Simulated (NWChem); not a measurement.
System: HSO3 anion

```xyz
5

O      1.4054     0.1468     0.2623
S      0.0309     0.1829    -0.3945
O     -0.9073     1.1331     0.3118
O     -0.5689    -1.4373     0.1141
H      0.0711    -1.6660     0.8064
```
Atoms are numbered in this order, from 1.

Program: NWChem. Sets without diffuse functions describe the anion's extra electron poorly. Structure relaxed at the B3LYP/def2-SVPD level. Total energies compare along this basis series because the functional is fixed.

```json
[
 {"level": "B3LYP/cc-pVDZ", "basis functions": "65", "energy (Ha)": "-624.4729", "highest occupied level (eV)": "-0.18", "orbital gap (eV)": "6.85", "relative time": "1"},
 {"level": "B3LYP/aug-cc-pVDZ", "basis functions": "105", "energy (Ha)": "-624.5475", "highest occupied level (eV)": "-1.50", "orbital gap (eV)": "4.92", "relative time": "2"},
 {"level": "B3LYP/cc-pVTZ", "basis functions": "138", "energy (Ha)": "-624.6226", "highest occupied level (eV)": "-0.93", "orbital gap (eV)": "6.79", "relative time": "3"},
 {"level": "B3LYP/aug-cc-pVTZ", "basis functions": "211", "energy (Ha)": "-624.6441", "highest occupied level (eV)": "-1.54", "orbital gap (eV)": "4.73", "relative time": "7"},
 {"level": "B3LYP/cc-pVQZ", "basis functions": "254", "energy (Ha)": "-624.6625", "highest occupied level (eV)": "-1.24", "orbital gap (eV)": "6.64", "relative time": "10"}
]
```

Times are rough ratios from one shared machine.
